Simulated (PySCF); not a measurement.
This script is equivalent to a calculation on Ti⁸⁺ (titanium, charge +8).

```python
from pyscf import gto, scf, dft, mp, cc
mol = gto.M(atom="Ti 0 0 0", charge=8, spin=2, symmetry="D2h",
            basis=gto.etbs([(0, 19, 0.32, 2.5), (1, 12, 0.42, 2.5), (2, 5, 2.8, 2.7), (3, 5, 4.2, 2.7)]),
            nucmod="G")
mf = scf.UHF(mol).sfx2c1e()
mf.irrep_nelec = {'Ag': (3, 3), 'B1u': (2, 1), 'B2u': (2, 1), 'B3u': (1, 1)}
mf.kernel()
```

Q: What total energy does it give?

A: -830.30092 hartree (calculated).

Q: Which occupied shell lies highest, and where?

A: 3p α, at -191.97 eV.

Q: What is ⟨S²⟩, and what would a pure spin state give?

A: 2.004, against 2.00.
